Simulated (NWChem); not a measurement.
silene (CH4Si); SMILES C=[SiH2]

```xyz
6

C      0.0000     0.0000     1.1520
Si     0.0000     0.0000    -0.5466
H      0.0000     0.9176     1.7287
H      0.0000    -0.9176     1.7287
H      0.0000    -1.2448    -1.3446
H      0.0000     1.2448    -1.3446
```
Atoms are numbered in this order, from 1.

The geometry was optimised at PBE0-D3(BJ)/def2-TZVP.

 Unshifted, non-relativistic core excitations; the lowest 4 roots alone, so stronger bands may lie above.

**Question.** List the first C K-edge excitations from B3LYP/cc-pVTZ, restricted-window TDA (NWChem).

**Answer.** 
```
state  energy (eV)  dipole oscillator strength           leading excitation (squared amplitude)
-----  -----------  --------------------------  -----------------------------------------------
S1           273.2                      0.0353    1s of atom 1 or its equivalents → LUMO (0.99)
S2           276.0                      0.0071  1s of atom 1 or its equivalents → LUMO+1 (0.98)
S3           276.4                      0.0013  1s of atom 1 or its equivalents → LUMO+2 (0.98)
S4           276.9                      0.0044  1s of atom 1 or its equivalents → LUMO+3 (0.98)
```
